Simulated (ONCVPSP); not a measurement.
titanium, ONCV: configuration errors across variants

Ti, optimised norm-conserving Vanderbilt (ONCV), made with ONCVPSP 4.0.1 (PBE, scalar-relativistic). Core [Ne], reference 3s2 3p6 3d1 (charge +3). Waves: 3s: rc 1.00 bohr, ncon 4, nbas 9, qcut 5.4 1/bohr, 2 projectors, debl 2 Ha; 3p: rc 1.15 bohr, ncon 4, nbas 9, qcut 8.4 1/bohr, 2 projectors, debl 2.2 Ha; 3d: rc 1.40 bohr, ncon 4, nbas 9, qcut 10.6 1/bohr, 3 projectors, debl 0.4 Ha. Local part: polynomial inside 0.80 bohr (lpopt 5, dvloc0 6 Ha). Core correction: none.

In the s channel the program set the typed energies aside and used -3.493, 0.250 Ha. In the p channel the program set the typed energies aside and used -2.606, 0.250 Ha. In the d channel the program set the typed energies aside and used -1.275, 0.250, 0.650 Ha.

All-electron excitation energies from the reference (eV): (1) 3s2 3p6 3d2 4s2 -47.867; (2) 3s2 3p6 3d2 4s1 -40.520; (3) 3s2 3p6 3d2 -26.948; (4) 3s2 3p6 3d2 4p2 -41.579.

Errors AE − PS in meV (a dash: test not solved or not reliable):

| change | (1) | (2) | (3) | (4) | bound ghosts | GHOST(+) flags above zero |
| --- | --- | --- | --- | --- | --- | --- |
| base | +16 | +19 | +23 | +20 | none | none |
| p: rc 0.84 | +15 | +18 | +22 | +20 | none | none |
| p: rc 0.96 | +15 | +18 | +22 | +20 | none | none |
| p: rc 1.02 | +15 | +18 | +22 | +20 | none | none |
| p: rc 1.2 | +16 | +19 | +23 | +20 | none | none |
| p: rc 1.28 | +16 | +20 | +24 | +21 | none | none |
| p: rc 1.44 | +17 | +20 | +24 | +21 | none | none |
| p: rc 1.52 | +17 | +20 | +24 | +21 | none | none |

(1) Give the same row for: p: rc 1.66.

Results:

(1) +17, +21, +24, +21; bound ghosts: none; GHOST(+) flags above zero: none.
